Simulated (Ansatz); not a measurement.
Reaction (homolysis of the B–In bond): `[BH2][InH][F]` → `[BH2]`• + `[F][InH]`•

Calculated with Ansatz (gas phase, PBE0-D4/def2-TZVP geometries, no zero-point term in ΔE). CBS: MP2 limit from def2 TZ/QZ plus the TZ coupled-cluster correction, frozen cores. This one scheme is used for every species. DFT in def2-TZVPP. No spin–orbit coupling; open shells (•) take unrestricted orbitals. def2 core potentials past Kr. For In outer-core shells are correlated without core-valence functions, which leaves a few kJ/mol of doubt a bond.

| species | PBE0 energy (Eh) |
| --- | --- |
| `[BH2][InH][F]` | -316.52085 |
| `[BH2]`• | -25.89478 |
| `[F][InH]`• | -290.52009 |

Problem. Work out ΔE.

Solution. ΔE = (-25.89478) + (-290.52009) − (-316.52085) = 0.10598 Eh = +278.3 kJ/mol. CCSD(T)/CBS gives +298.7 kJ/mol.

Largest T1 diagnostic among the species: 0.021.

At CCSD(T), def2-SVP lies −23.0 kJ/mol from the extrapolated value and def2-TZVPP −8.9 kJ/mol: correlation converges slowly with the basis, and small sets miss more of it in the bonded molecule than in its fragments. From BLYP to BHLYP (50 % exact exchange), in def2-TZVPP and without D4, ΔE moves by +11.7 kJ/mol. Leaving LDA and LC-ωPBE aside and taking each functional with its dispersion term where it has one, the values, not all of them listed here, spread over 37.1 kJ/mol, from BLYP-D4 to ωB97X-V. LDA lies +50.5 kJ/mol from PBE without D4, its usual overbinding.
